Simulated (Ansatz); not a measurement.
`C#C[Si](F)(C#C)C#C`. Total charge 0; spin multiplicity 1.

```xyz
11

C    -0.110   -0.031   -2.868
C    -0.246   -0.211   -1.685
Si   -0.434   -0.466    0.097
F    -1.503   -1.614    0.336
C     1.141   -0.980    0.827
C     2.196   -1.309    1.307
C    -1.026    1.051    0.888
C    -1.407    2.068    1.409
H     0.008    0.128   -3.916
H     3.128   -1.603    1.734
H    -1.747    2.967    1.871
```

Question: Give the diagnostics of a CCSD(T)/def2-TZVPP run (frozen core, Ansatz). (Best estimate.)

Answer: Computed: T1 = 0.0135, largest single amplitude 0.016, largest double 0.038, (T) share of the correlation energy 4.8 %, 10 CCSD cycles. The RHF solution is stable towards an unrestricted one. T1 lies under the customary mark of 0.02 for closed shells.
